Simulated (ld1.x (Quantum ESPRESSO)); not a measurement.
What the settings do to the PAW potential of N

Base potential:

* Element: nitrogen
* Generator: ld1.x (Quantum ESPRESSO) 7.5
* Type: PAW
* Functional: PBEsol
* Relativity: scalar-relativistic
* Frozen core: [He]
* Valence charge: 5
* Reference configuration: 2s2 2p3
* Partial waves: 2s (bound): rcut 1.05, rcutus 1.20 bohr; 2s channel at 0.1 Ry: rcut 1.05, rcutus 1.20 bohr; 2p (bound): rcut 1.75, rcutus 2.10 bohr; 2p channel at -0.05 Ry: rcut 1.75, rcutus 2.10 bohr; 3d channel at -0.05 Ry: rcut 1.50, rcutus 1.85 bohr; 3d channel at 0.45 Ry: rcut 1.50, rcutus 1.85 bohr
* Local potential: all-electron potential smoothed inside 1.25 bohr (lloc = -1)
* Core correction: Bessel-smoothed model core, default radius (core density twice the valence density)
* Augmentation charge: PSQ, inside the norm-conserving radii

All-electron outer shells of the reference configuration (PBEsol, scalar-relativistic, ld1.x):

```csv
shell,level (eV),outermost node (bohr),outermost maximum (bohr)
1s,-383.09,–,0.15
2s,-18.46,0.32,1.02
2p,-7.04,–,0.98
```

Cutoffs, loose and tight: the cutoffs (Ry, on a coarse ladder) from which the occupation-weighted sum of valence levels, in a spherical-Bessel basis at the reference potential, stays within 10 and 1 mRy of its value at 400 Ry. They do not see the model core or the augmentation charge, which bear on the density cutoff. Test errors are all-electron minus pseudo excitation energies from the reference, over the configurations 2s2 2p2; 2s2 2p1; 2s2 2p0; 2s0 2p5; 2s1 2p0; 2s2 2p2.5; 2s1 2p3. A dash means not determined; rows that change the core or the reference have their own tests.

Cutoffs are not given where the Bessel-basis levels miss the radial ones by over 6 mRy, ghosts where they miss by over 20 mRy; a channel whose overlap is not positive is not tested.

The default core radius of the base comes out at 0.41 bohr.

A file whose overlap is not positive is unfit for use, and its test errors describe a broken file.

| change | outcome | bound ghosts | largest test error (meV) |
| --- | --- | --- | --- |
| base | generated, overlap not positive | not determined (overlap not positive) | -18 |
| core correction a·sin(br)/r model core, default radius (ld1.x builds one for every PAW set, though the input has nlcc=.false.) | generated, overlap not positive | not determined (overlap not positive) | -39 |
| core correction Bessel-smoothed model core inside 0.64 bohr | generated, overlap not positive | not determined (overlap not positive) | -19 |
| core correction Bessel-smoothed model core inside 0.94 bohr | generated, overlap not positive | not determined (overlap not positive) | -36 |
| core correction Bessel-smoothed model core inside 1.14 bohr | generated, overlap not positive | not determined (overlap not positive) | -39 |
| core correction Bessel-smoothed model core inside 1.38 bohr | generated, overlap not positive | not determined (overlap not positive) | -39 |

Question: What comes out with this change to the base: core correction Bessel-smoothed model core inside 0.84 bohr?

Answer: outcome: generated, overlap not positive; bound ghosts: not determined (overlap not positive); largest test error (meV): -31. A file whose overlap is not positive is unfit for use, and its test errors describe a broken file.
